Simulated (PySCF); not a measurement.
# First-order multiplets

Bonds (- single, = double, # triple, : aromatic): N1#C2 1.147 Å, C2-C3 1.403 Å, C3:C4 1.377 Å, C4:C5 1.409 Å, C5:C6 1.365 Å, C6:O7 1.334 Å, O7:C3 1.352 Å. C4 carries H8; C5 carries H9; C6 carries H10.

Isolated molecule, relativity neglected, one computed conformer. Shieldings: GIAO PBE0/pcSseg-1; couplings computed with B3LYP/pcJ-1 (spin–dipole term only in couplings to heteroatoms); GFN2-xTB structure; PySCF 2.14.0 with density-fitted response routines.

Chemical shifts δ = σref − σ; 1H (σ = 31.72 ppm) vs TMS, all at this level.

Spectrometer: 400 MHz for 1H. First-order analysis; couplings under 1 Hz (under 4 Hz in carbon signals) are ignored, and nearly equal couplings are merged; the smaller ones broaden or split the lines further.

(1) What pattern does H9 show (1H)?

(2) What pattern does H8 show (1H)?

(3) What pattern does H10 show (1H)?

Answers

(1) A doublet of doublets at δ 6.81: 4.3 Hz to H8 (1 × 1H, 3 bonds away), 2.3 Hz to H10 (1 × 1H, 3 bonds away). Lines in Hz from the centre (relative intensity): +3.3 (1), +1.0 (1), -1.0 (1), -3.3 (1). The outer lines are 6.6 Hz apart, the sum of the couplings kept, or 0.017 ppm at this field.

(2) A doublet at δ 7.44: 4.3 Hz to H9 (1 × 1H, 3 bonds away). Lines in Hz from the centre (relative intensity): +2.1 (1), -2.1 (1). The outer lines are 4.3 Hz apart, the sum of the couplings kept, or 0.011 ppm at this field.

(3) A doublet at δ 7.65: 2.3 Hz to H9 (1 × 1H, 3 bonds away). Lines in Hz from the centre (relative intensity): +1.1 (1), -1.1 (1). The outer lines are 2.3 Hz apart, the sum of the couplings kept, or 0.006 ppm at this field.

Unscaled 3J(H,H) at this level run about 10 % above measured values.
